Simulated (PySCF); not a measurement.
# Radial density of W⁷²⁺ (tungsten, charge +72)

UHF, 1s2, closed-shell 1S. Computed with PySCF 2.14 in an even-tempered Gaussian basis (15 s from 220 bohr⁻², ratio 2.2; 7 p from 330 bohr⁻², ratio 2.4; 4 d from 980 bohr⁻², ratio 2.4; 3 f from 1500 bohr⁻², ratio 2.4; 3 g from 2200 bohr⁻², ratio 2.4), with no relativity, point nucleus.

```json
{"r (bohr)": "0.000346", "4πr²ρ (e/bohr)": "0.3661"}
{"r (bohr)": "0.000583", "4πr²ρ (e/bohr)": "1.000"}
{"r (bohr)": "0.000980", "4πr²ρ (e/bohr)": "2.668"}
{"r (bohr)": "0.00165", "4πr²ρ (e/bohr)": "6.839"}
{"r (bohr)": "0.00277", "4πr²ρ (e/bohr)": "16.38"}
{"r (bohr)": "0.00466", "4πr²ρ (e/bohr)": "35.05"}
{"r (bohr)": "0.00784", "4πr²ρ (e/bohr)": "61.98"}
{"r (bohr)": "0.0132", "4πr²ρ (e/bohr)": "79.63"}
{"r (bohr)": "0.0222", "4πr²ρ (e/bohr)": "59.81"}
{"r (bohr)": "0.0373", "4πr²ρ (e/bohr)": "18.25"}
{"r (bohr)": "0.0628", "4πr²ρ (e/bohr)": "1.224"}
{"r (bohr)": "0.106", "4πr²ρ (e/bohr)": "0.006172"}
```

A non-relativistic calculation at this Z misses sizeable relativistic shifts.
